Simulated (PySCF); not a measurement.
The dipole of `COCCOCC(F)(F)F` from its density and from atomic charges.

Coordinates (GFN2-xTB, Å) and charges (e) from the PBE0/pcSseg-1 density (PySCF):

```
atom       x       y       z  Mulliken      IAO  Hirshfeld  ESP-fitted
  C1  -2.886   1.015  -0.242   -0.0349  -0.2038    -0.0394     -0.1237
  O2  -2.641  -0.319   0.140   -0.5158  -0.3896    -0.1456     -0.3530
  C3  -1.446  -0.863  -0.351   +0.0541  -0.0501    -0.0015     +0.0098
  C4  -0.195  -0.336   0.367   +0.0197  -0.0736    -0.0106     +0.2121
  O5   0.909  -1.091  -0.109   -0.5189  -0.3820    -0.1333     -0.3765
  C6   2.103  -0.885   0.574   +0.0256  -0.0955    -0.0168     -0.1909
  C7   2.711   0.507   0.336   +0.7302  +0.7881    +0.2551     +0.5894
  F8   4.022   0.509   0.620   -0.2711  -0.2844    -0.0964     -0.2149
  F9   2.158   1.455   1.111   -0.2728  -0.2881    -0.0929     -0.2140
 F10   2.579   0.918  -0.926   -0.2615  -0.2739    -0.0910     -0.1741
 H11  -2.194   1.715   0.239   +0.0966  +0.1220    +0.0380     +0.0713
 H12  -3.900   1.240   0.081   +0.1239  +0.1604    +0.0520     +0.1200
 H13  -2.814   1.133  -1.329   +0.0911  +0.1230    +0.0388     +0.0941
 H14  -1.339  -0.679  -1.429   +0.1027  +0.1207    +0.0351     +0.0676
 H15  -1.515  -1.940  -0.183   +0.1252  +0.1564    +0.0449     +0.0912
 H16  -0.054   0.730   0.154   +0.1209  +0.1258    +0.0230     +0.0414
 H17  -0.311  -0.469   1.452   +0.1088  +0.1253    +0.0352     +0.0490
 H18   2.812  -1.622   0.188   +0.1508  +0.1784    +0.0590     +0.1769
 H19   1.991  -1.009   1.662   +0.1254  +0.1409    +0.0465     +0.1244
```

Question: What dipole does each set of charges give (1 e·Å = 4.803 D), and what does the density give?

Answer: The full density gives (-0.34, -0.20, 0.42) D, 0.57 D in size; dipole vectors point from the negative to the positive end.

```tsv
scheme	μx	μy	μz	size (D)	share of the full size (%)	angle to the full dipole (°)
Mulliken	-0.27	-0.04	0.81	0.85	149	26
IAO	-0.39	-0.79	0.68	1.11	195	26
Hirshfeld	-0.24	-0.22	0.21	0.39	68	17
ESP-fitted	-0.37	-0.22	0.39	0.58	101	5
```

Question: Which set comes closest?

Answer: Length of the difference vector: ESP-fitted 0.05 D, Hirshfeld 0.23 D, Mulliken 0.42 D, IAO 0.65 D. Closest: ESP-fitted. The schemes that divide the density aren't constrained to reproduce the dipole.

Question: What is left for the Hirshfeld atoms' own dipoles?

Answer: The shares of the density sum to the whole, so what Σ q r misses lies in dipoles about the nuclei. The atomic dipoles sum to (-0.34, -0.20, 0.42) − (-0.24, -0.22, 0.21) = (-0.10, 0.02, 0.21) D, 0.23 D in size.

Question: With the origin at the mean of the coordinates, (-0.001, 0.000, 0.124) Å, which are the largest single terms, by size, of the Hirshfeld dipole along the direction of the full one?

Answer: C7 -1.98, O2 -1.17, F10 +1.14, F8 +1.01, F9 +0.47 D; all 19 atoms together +0.37 D. The single terms depend on the origin, their sum doesn't.

Question: Give the size of the full dipole in other units.

Answer: 0.57 D = 0.225 au = 0.119 e·Å = 1.91 × 10⁻³⁰ C·m.

Geometry: GFN2-xTB, one conformer, isolated molecule.
